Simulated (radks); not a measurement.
The numbers below are computed, except where a source is named.
Problem. Radial electron density D(r) = 4 pi r^2 rho(r) of an atom or ion with 40 electrons. Level of theory: Dirac Kohn-Sham, LB94 model potential, spin-unpolarised, spherical densities, finite nucleus; Fermi nuclear charge, rms radius of each element as measured or else 0.836 A^(1/3) + 0.57 fm (a radial shooting solver on a logarithmic mesh with Libxc functionals).

| r (bohr) | D(r) (e/bohr) |
|---|---|
| 0.001572 | 6.353 |
| 0.001787 | 7.805 |
| 0.002015 | 9.436 |
| 0.00229 | 11.51 |
| 0.002582 | 13.81 |
| 0.002935 | 16.69 |
| 0.003309 | 19.83 |
| 0.003761 | 23.69 |
| 0.00424 | 27.80 |
| 0.004819 | 32.72 |
| 0.005434 | 37.80 |
| 0.006176 | 43.64 |
| 0.006963 | 49.42 |
| 0.007914 | 55.71 |
| 0.008923 | 61.52 |
| 0.01014 | 67.32 |
| 0.01143 | 72.07 |
| 0.01289 | 75.84 |
| 0.01465 | 78.50 |
| 0.01652 | 79.51 |
| 0.01878 | 79.00 |
| 0.02117 | 77.24 |
| 0.02406 | 74.52 |
| 0.02713 | 71.92 |
| 0.03083 | 70.11 |
| 0.03477 | 70.23 |
| 0.03951 | 72.98 |
| 0.04455 | 78.12 |
| 0.05063 | 85.62 |
| 0.05709 | 93.10 |
| 0.06489 | 99.44 |
| 0.07316 | 101.9 |
| 0.08315 | 99.70 |
| 0.09375 | 93.41 |
| 0.1066 | 84.47 |
| 0.1201 | 77.13 |
| 0.1365 | 73.63 |
| 0.154 | 75.54 |
| 0.1736 | 80.93 |
| 0.1973 | 86.25 |
| 0.2224 | 86.32 |
| 0.2528 | 78.40 |
| 0.285 | 64.61 |
| 0.324 | 47.90 |
| 0.3653 | 35.50 |
| 0.4151 | 28.88 |
| 0.4681 | 27.96 |
| 0.532 | 28.70 |
| 0.5998 | 27.49 |
| 0.6817 | 22.73 |
| 0.7686 | 16.17 |
| 0.8736 | 9.305 |
| 0.985 | 4.576 |
| 1.119 | 1.720 |
| 1.262 | 0.5483 |
| 1.435 | 0.1242 |
| 1.617 | 0.02345 |
| 1.838 | 0.002862 |
| 2.073 | 0.0002833 |

What is the nuclear charge?

Solution. Z = 59. The innermost maximum, from 1s, lies near gamma/Z bohr with gamma = sqrt(1 - (Z/c)^2) = 0.903, here 0.0153 bohr (found: 0.0169), and its height grows with Z. The density is that of the praseodymium ion Pr19+ in [Kr] 4d4; the configuration itself is not fixed sharply by these data, and Z only to a few units. D(r) has 4 maxima, at r = 0.0169, 0.0737, 0.210, 0.536 bohr, and minima at 0.0326, 0.139, 0.453 bohr, inside which lie 2.02, 11.21, 29.41 electrons.
